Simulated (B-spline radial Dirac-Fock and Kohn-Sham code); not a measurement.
## Isotope-shift constants of the inner levels of Ba

System: the free barium atom, [Xe] 6s2.

The run's input, task.json:

```json
{"items": [{
  "Z": 56,
  "q": 0,
  "cfg": [[1, 0, 2], [2, 0, 2], [2, 1, 6], [3, 0, 2], [3, 1, 6], [3, 2, 10], [4, 0, 2], [4, 1, 6], [4, 2, 10], [5, 0, 2], [5, 1, 6], [6, 0, 2]],
  "A": 138,
  "rrms": 4.8378,
  "do": "isoshift",
  "isotopes": [[120, 119.926044997, 4.8092], [121, 120.924052286, 4.8176], [122, 121.919904, 4.8153], [123, 122.91878106, 4.8135], [124, 123.915093627, 4.8185], [125, 124.91447184, 4.8177], [126, 125.911250202, 4.8221], [127, 126.911091272, 4.8204], [128, 127.908352446, 4.8255], [129, 128.908683409, 4.8248], [130, 129.906326002, 4.8283], [131, 130.906946315, 4.8276], [132, 131.905061231, 4.8303], [133, 132.906007443, 4.8286], [134, 133.904508249, 4.8322], [135, 134.905688447, 4.8294], [136, 135.9045758, 4.8334], [137, 136.905827207, 4.8314], [138, 137.905247059, 4.8378], [139, 138.908841164, 4.8513], [140, 139.910608231, 4.8684], [141, 140.914403653, 4.8807], [142, 141.916432904, 4.8953], [143, 142.920625149, 4.9087], [144, 143.922954821, 4.9236], [145, 144.9275184, 4.9345], [146, 145.9303632, 4.9479], [148, 147.938223, 4.9731]]
}]}
```

Run with: `python xray2_run.py task.json out`

Calculated with a radial B-spline solver, using first-order field-shift and mass-shift constants from Dirac-Fock ground and hole states with a Fermi nucleus; the mass shift has no relativistic recoil terms. A binding energy shifts by δE = F·δ⟨r²⟩ + (K_N + K_S)·δ(1/M); F is taken for a change of radius at fixed skin thickness and so holds the higher radial moments.

```tsv
level	F (meV/fm²)
K (1s)	-148.5
L1 (2s)	-18.02
L2 (2p1/2)	0.5411
L3 (2p3/2)	1.007
M1 (3s)	-3.647
M2 (3p1/2)	0.1768
M3 (3p3/2)	0.2849
M4 (3d3/2)	0.2600
M5 (3d5/2)	0.2540
```

The mass shift is not given and not included below: at this Z its relativistic corrections are large. It matters little for K lines but can be comparable with the field shift of L lines.

Field shifts alone in meV from A = 138 (mass 137.9052 u, rms radius 4.8378 fm); radii from Angeli and Marinova (2013).

| A | mass (u) | radius (fm) | Kα1 | Kα2 | Kβ1 | Lα1 |
| --- | --- | --- | --- | --- | --- | --- |
| 122 | 121.9199 | 4.8153 | +32.5 | +32.4 | +32.3 | -0.2 |
| 124 | 123.9151 | 4.8185 | +27.9 | +27.8 | +27.7 | -0.1 |
| 125 | 124.9145 | 4.8177 | +29.0 | +28.9 | +28.9 | -0.1 |
| 130 | 129.9063 | 4.8283 | +13.7 | +13.7 | +13.7 | -0.1 |
| 134 | 133.9045 | 4.8322 | ? | ? | ? | ? |
| 137 | 136.9058 | 4.8314 | +9.3 | +9.2 | +9.2 | 0.0 |
| 139 | 138.9088 | 4.8513 | -19.6 | -19.5 | -19.5 | +0.1 |
| 140 | 139.9106 | 4.8684 | -44.4 | -44.3 | -44.2 | +0.2 |
| 141 | 140.9144 | 4.8807 | -62.3 | -62.1 | -62.0 | +0.3 |
| 145 | 144.9275 | 4.9345 | -141.3 | -140.8 | -140.6 | +0.7 |

Question: What are the shifts for A = 134?

Answer: Kα1 +8.1 meV; Kα2 +8.1 meV; Kβ1 +8.1 meV; Lα1 0.0 meV.
